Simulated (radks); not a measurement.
Values are calculated unless marked as measured or tabulated.
N II, configuration [He] 2s2 2p1 3d1 (not the ground configuration).

Level of theory: scalar-relativistic Kohn-Sham, PBE, spin-polarised, spherical densities, point nucleus; open shells are filled with parallel spins first (a radial shooting solver on a logarithmic mesh with Libxc functionals).

Energy parts (hartree):
| part | energy |
|---|---|
| total | -53.15910 |
| kinetic | 53.10079 |
| electron-nucleus | -120.10033 |
| Hartree | 19.69100 |
| exchange-correlation | -5.85056 |

Orbitals (lengths in bohr, moments of r in powers of bohr):
orbital,occ.,eigenvalue (hartree),<r>,<1/r>
1s up,1,-15.34053,0.2296,6.642
1s down,1,-15.31068,0.2292,6.650
2s up,1,-1.59962,1.170,1.240
2s down,1,-1.50947,1.183,1.225
2p up,1,-1.17246,1.138,1.144
2p down,0,-1.08244,1.157,1.130
3d up,1,-0.17103,4.703,0.2561

The highest occupied level is 3d up at -4.654 eV. The configuration is held as typed, so some empty levels lie below it. Summed over all electrons, <r^2> = 30.79 bohr^2, which gives a Langevin (diamagnetic) susceptibility term of -24.4 x 10^-6 cm^3/mol. Spin moment in Bohr magnetons: 2.
